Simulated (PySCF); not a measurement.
C₆ coefficients of unlike pairs at PBE

Calculated with PySCF 2.14 from the dipole response of each species, C₆(A,B) = (3/π) ∫ α_A(iu) α_B(iu) du, in atomic units, from isotropic polarisabilities. For ions this is the dispersion term alone; charge-induced terms of lower order in 1/R come first.

```
species       configuration                                        basis      relativity  α (bohr³)  C₆ (like pair)
    Pt+  [Xe] 4f14 5d9 (2D)  aug-cc-pwCVTZ-PP with ECP60MDF (8s8p7d4f3g)  core potential      16.96           128.7
     Mg       [Ne] 3s2 (1S)                   aug-cc-pCVTZ-DK (8s7p5d3f)   spin-free X2C      73.89           658.3
 Sn(2+)  [Kr] 4d10 5s2 (1S)  aug-cc-pV5Z-PP with ECP28MDF (8s8p6d4f3g2h)  core potential      14.64           80.10
    Ba+       [Xe] 6s1 (2S)                aug-cc-pVQZ-X2C (10s9p7d4f2g)   spin-free X2C      133.8            1481
```

**Question.** Estimate C₆ for Sn(2+) with Pt+.

**Answer.** The integral gives 101.0. The combination rule 2 C_A C_B / (C_A α_B/α_A + C_B α_A/α_B) gives 101.1 and the geometric mean 101.5.

No spin-orbit coupling is included.

The other pairs:

```csv
pair,C₆
"Mg, Pt+",234.7
"Ba+, Mg",972.3
"Ba+, Sn(2+)",286.9
"Sn(2+), Mg",195.7
"Ba+, Pt+",346.9
```
